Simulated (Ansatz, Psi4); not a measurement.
The Ansatz (a quantum-chemistry and plane-wave program) input:
Ansatz 0.2 input:
```yaml
crystal:
  periodic: [false, false, false]
  atoms:
    - {symbol: O, position_ang: [1.13393356, -0.59547373, 0.06006873]}
    - {symbol: C, position_ang: [-0.17204899, 0.04624794, -0.01054587]}
    - {symbol: O, position_ang: [-0.11749047, 1.27346465, 0.03311655]}
    - {symbol: O, position_ang: [-1.10808714, -0.72896887, -0.10125746]}
    - {symbol: H, position_ang: [1.76544629, 0.13033604, 0.12785263]}
basis:
  gaussian:
    orbitals: cc-pVDZ
hamiltonian:
  xc: b3lyp
total_charge: -1
accuracy: high
```

Task: Write the same job for Psi4.

Result: Several could match; the one computed here: 
```
memory 2 GB

molecule mol {
-1 1
  O     1.133934   -0.595474    0.060069
  C    -0.172049    0.046248   -0.010546
  O    -0.117490    1.273465    0.033117
  O    -1.108087   -0.728969   -0.101257
  H     1.765446    0.130336    0.127853
}

set basis cc-pvdz
set reference rks
set scf_type pk
set puream true
set d_convergence 1e-8
set dft_radial_points 99
set dft_spherical_points 590

energy('b3lyp')
print_variables()
```

Both were run: Ansatz gave -264.446765 Eh and Psi4 -264.446765 Eh, 0.000 mEh apart.
